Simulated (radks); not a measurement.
The numbers below are computed, except where a source is named.
Spherical quantum dot in the effective-mass picture: electrons in a parabolic well V = omega^2 r^2 / 2 with omega = 0.0709, all in effective atomic units (hartree* = m*/eps^2 hartree, bohr* = eps/m* bohr), one dielectric constant everywhere. Level of theory: non-relativistic Kohn-Sham, LDA (Slater exchange, Perdew-Wang correlation), spin-polarised, spherical densities (a radial shooting solver with Libxc functionals). Levels are named by radial order and angular momentum (1s, 1p, 1d, 2s, ...), and open shells are averaged over m. At N = 16 the configuration is 1s2 1p6 1d(up 5, down 3). Does electron 17 go into 2s down or 1d down or 2s up?

Answer. Into 1d down. The total energies of the other choices lie higher by 0.00761 hartree* (2s up), 0.00922 hartree* (2s down).
